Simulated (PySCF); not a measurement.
**Dipole response of Fe (iron, neutral)**

[Ar] 3d8, high-spin 3F determinant (an excited configuration). Computed with PySCF 2.14 in aug-cc-pwCVTZ (10s9p7d4f3g, 127 functions), with no relativity, point nucleus. Coupled (time-dependent) response in atomic units; α is the mean over directions.

```
method  mean α (bohr³)  C₆ (like pair)   S(−4)
  PBE0           102.8           289.8  190700
```

S(−4) is the Cauchy moment in α(ω) = α(0) + S(−4) ω² + …

α(iu) at PBE0:

```csv
u (hartree),α(iu) (bohr³)
0,102.8
0.0500,33.25
0.100,18.57
0.200,10.43
0.300,7.924
0.500,5.880
0.750,4.494
1.00,3.527
1.50,2.296
2.00,1.605
3.00,0.9191
5.00,0.4273
```

A single London oscillator, α(iu) = α/(1 + u²/ω²), gives C₆ = (3/4) ω α². Matching the computed C₆ needs ω = 4 × 289.8 / (3 × 102.8²) = 0.0366 hartree.
